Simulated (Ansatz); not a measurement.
H3FOSeSi (SMILES F[Se]O[SiH3]), singlet, geometry from GFN2-xTB; CASSCF(2,2)/STO-3G (Ansatz, a program for electronic structure).

Ansatz was given this input:
Ansatz 0.2 input:
```yaml
crystal:
  periodic: [false, false, false]
  atoms:
    - {symbol: Se, position_ang: [-0.21996219, 0.50407017, 0.85703105]}
    - {symbol: F, position_ang: [-1.85031346, 0.16979005, 0.10386813]}
    - {symbol: O, position_ang: [0.71681567, -0.66962581, -0.06220884]}
    - {symbol: Si, position_ang: [1.06435174, -0.77465380, -1.67569757]}
    - {symbol: H, position_ang: [-0.16818257, -1.02746843, -2.41430702]}
    - {symbol: H, position_ang: [1.97472732, -1.90714851, -1.57775460]}
    - {symbol: H, position_ang: [1.68954113, 0.47028017, -2.12437046]}
basis:
  gaussian:
    orbitals: STO-3G
hamiltonian:
  xc: hf
magnetization: {spin_polarized: false}
correlation: {active_space: {window: {electrons: 2, orbitals: 2}}}
```

What the program printed (banner, timings and long lists left out):

```
Functional definition: HF
463 factors; integrals over basis functions are off by at most 2.9e-5 eV
mean field evaluation 1: about -77080.4850 eV, gradient 1.9e1 eV
mean field evaluation 2: about -77080.5956 eV, gradient 1.9e1 eV
mean field evaluation 4: about -77082.4616 eV, gradient 1.4e0 eV
mean field evaluation 8: about -77082.4758 eV, gradient 2.1e-2 eV
mean field -77082.47579347 eV, -2832.7287370314 hartree, gradient 2.3e-6 eV, S^2 0.000000; 0 other end points of the search recorded, 0 dependent functions left out
reference -77082.47579347 eV, -2832.7287370314 hartree; 34, 34 occupied and 6, 6 virtual orbitals, 463 factors
state -77083.56405949 eV, -2832.7687300701 hartree
Total energy: -77083.56405949 eV, -2832.7687300701 hartree
```
